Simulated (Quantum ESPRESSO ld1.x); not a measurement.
Results of a calculation; reference values are marked as such.
Problem. All-electron atom: the arsenic ion As17+ in [Ne] 3s2 3p4. Level of theory: Dirac Kohn-Sham, relativistic LDA (MacDonald-Vosko exchange, VWN5 correlation), spin-unpolarised, spherical densities, point nucleus; open shells are shared between the two j in proportion to 2j + 1 (ld1.x of Quantum ESPRESSO 7.5). Some entries of the table are withheld. Estimate them.

orbital,occ.,eigenvalue (hartree),<r^2> (bohr^2),<1/r> (bohr^-1)
1s1/2,2,-451.872,0.002805,(1)
2s1/2,2,-77.5729,0.04781,7.453
2p1/2,2,(2),0.03681,(3)
2p3/2,4,(4),0.03821,(5)
3s1/2,2,-26.1536,0.3080,2.809
3p1/2,1.33333,-24.2844,0.2971,2.745
3p3/2,2.66667,-24.0044,0.3039,2.695
3d3/2,0,-21.0978,0.2528,(6)
3d5/2,0,-21.0422,0.2545,(7)
4s1/2,0,-12.7057,1.176,1.418
4p1/2,0,-11.9711,1.201,1.384
4p3/2,0,-11.8745,1.220,1.366

Solution. 
(1) 1s1/2 <1/r> (bohr^-1): 33.35
(2) 2p1/2 eigenvalue (hartree): -72.0061
(3) 2p1/2 <1/r> (bohr^-1): 7.412
(4) 2p3/2 eigenvalue (hartree): -70.6547
(5) 2p3/2 <1/r> (bohr^-1): 7.200
(6) 3d3/2 <1/r> (bohr^-1): 2.558
(7) 3d5/2 <1/r> (bohr^-1): 2.546
